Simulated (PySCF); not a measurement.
CH6SiTe. Atoms are numbered in the order given.

```xyz
9

Te     0.3999    -0.4634     0.0000
C     -1.6790    -1.1527     0.0000
H     -2.1857    -0.7933    -0.9039
H     -2.1857    -0.7933     0.9039
H     -1.6465    -2.2498     0.0000
Si    -0.2560     1.9638     0.0000
H     -1.0620     2.3000     1.2099
H     -1.0620     2.3000    -1.2099
H      1.0067     2.7548     0.0000
```

Geometry optimised at B3LYP-D3(BJ)/def2-SVP. The def2 effective core potentials stand for the cores of Te; spin–orbit coupling is left out.

Calculation: PySCF with PBE0/def2-TZVPD.

Mulliken values depend strongly on the basis, most of all with diffuse functions as here. ESP charges are fitted to the potential on shells at 1.4 to 2.0 van der Waals radii. Atomic charges (e):

```json
[
 {"atom": "Te1", "ESP fit": "-0.02", "Mulliken": "0.06"},
 {"atom": "C2", "ESP fit": "(withheld)", "Mulliken": "-0.72"},
 {"atom": "H3", "ESP fit": "(withheld)", "Mulliken": "0.24"},
 {"atom": "H4", "ESP fit": "(withheld)", "Mulliken": "0.24"},
 {"atom": "H5", "ESP fit": "(withheld)", "Mulliken": "0.22"},
 {"atom": "Si6", "ESP fit": "-0.06", "Mulliken": "-0.02"},
 {"atom": "H7", "ESP fit": "(withheld)", "Mulliken": "0.01"},
 {"atom": "H8", "ESP fit": "(withheld)", "Mulliken": "0.01"},
 {"atom": "H9", "ESP fit": "(withheld)", "Mulliken": "-0.02"}
]
```

### Question
Complete the blanks. (The exact figures need the calculation; the answer reports its results.)

### Answer

- C2, ESP fit: -0.79
- H3, ESP fit: 0.25
- H4, ESP fit: 0.25
- H5, ESP fit: 0.28
- H7, ESP fit: 0.02
- H8, ESP fit: 0.02
- H9, ESP fit: 0.04
